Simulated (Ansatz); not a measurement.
`C=[C]([SiH3])[InH2]` + `CO[SiH3]` → `[SiH3][O][InH2]` + `C=C(C)[SiH3]` at 600 K and 1 bar (redistribution).

Gas-phase electronic energies from Ansatz, PBE0-D4/def2-TZVP geometries. CCSD(T)/CBS is the MP2 limit (def2-TZVPP, def2-QZVPP) plus CCSD(T) − MP2 in def2-TZVPP, frozen cores. def2 core potentials past Kr. For In outer-core shells are correlated without core-valence functions, which leaves a few kJ/mol of doubt a bond.

```
              species  CCSD(T)/CBS energy (Eh)  H − E (kJ/mol)  S (J/(mol·K))
`C=[C]([SiH3])[InH2]`               -559.14593           246.4          466.3
           `CO[SiH3]`               -405.93001           222.4          366.2
    `[SiH3][O][InH2]`               -557.10255           160.7          422.8
       `C=C(C)[SiH3]`               -408.02495           308.4          409.6
```

H − E and S are ideal-gas, rigid-rotor, harmonic terms from PBE0-D4/def2-TZVP. 1 Eh = 2625.50 kJ/mol, R = 8.31446 J/(mol·K).

Question: By hand: ΔE, ΔH, ΔS and ΔG.

Answer: ΔE = (-557.10255) + (-408.02495) − (-559.14593) − (-405.93001) = -0.05156 Eh = -135.4 kJ/mol. Δ(H − E) = 160.7 + 308.4 − 246.4 − 222.4 = 0.3, so ΔH = -135.1 kJ/mol. ΔS = 422.8 + 409.6 − 466.3 − 366.2 = -0.1 J/(mol·K). ΔG = -135.1 − 600 × (-0.1)/1000 = -135.0 kJ/mol.

Question: By hand: the equilibrium constant, and the temperature at which ΔG would vanish if ΔH and ΔS stayed fixed.

Answer: log₁₀ K = −ΔG/(RT ln 10) = 11.8. ΔG = 0 at ΔH/ΔS = 1351000 K, far beyond where these terms or the molecules hold.

The number of gas molecules stays the same, so ΔS is small and ΔH decides. A doubt of 5 kJ/mol in ΔE shifts log₁₀ K by 0.4 here. Modes under 60 cm⁻¹, often nearly free rotors, make the harmonic entropy too high. These are equilibria of isolated gas molecules and say nothing of rates. Largest T1 diagnostic: 0.015 (customary marks: 0.02 for closed shells, 0.045 for open ones).
